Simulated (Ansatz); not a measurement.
Species: SeO$_{2}$, charge 0, triplet. This triplet is an excited state, 2.3 eV above the singlet at CCSD(T)/cc-pV5Z (Ansatz, a quantum-chemistry and plane-wave program). SeO2 (parent SMILES O=[Se]=O, triplet).
B3LYP-D3(BJ)/def2-TZVP minimum from Ansatz:
```xyz
3

O     -1.2548     0.7275    -0.0001
Se     0.0274    -0.3827    -0.0002
O      1.1383     0.8989     0.0009
```
Charge 0, spin multiplicity 3.

Hartree-Fock and CCSD(T) correlation energies in hartree (Ansatz). Radicals and triplets start from unrestricted determinants; spin-orbit coupling is neglected. Correlated methods leave the cores frozen (noble-gas shells, and filled d and f shells in the p block). No relativity. The UHF reference of O2Se (parent SMILES O=[Se]=O, triplet) is spin-contaminated (<S^2> up to 0.13 over the pure value in the sets run). The determinant of O2Se (parent SMILES O=[Se]=O, triplet) is a saddle point of the SCF energy; a lower one exists, which strains HF and MP2. The spin of O2Se (parent SMILES O=[Se]=O, triplet) was assumed, and the state is the lowest solution found for it.

| basis | X | E(HF) | E(corr, CCSD(T)) |
|---|---|---|---|
| cc-pVTZ | 3 | -2549.51666 | -0.64931 |
| cc-pVQZ | 4 | -2549.53514 | -0.69711 |
| cc-pV5Z | 5 | -2549.53924 | withheld |

Task: Fit E(corr) = E∞ + A/X³ to X = 3 and 4, predict X = 5, and compare with the run.

Result: A = (-0.64931 - (-0.69711))/(1/27 - 1/64) = 2.2324; E∞ = -0.69711 - A/64 = -0.73199; at X = 5, E∞ + A/125 = -0.71413. The run gave -0.71508, 0.95 mEh below the prediction. The same form on X = 4 and 5 gives E∞ = -0.73393, 1.94 mEh below the first estimate.
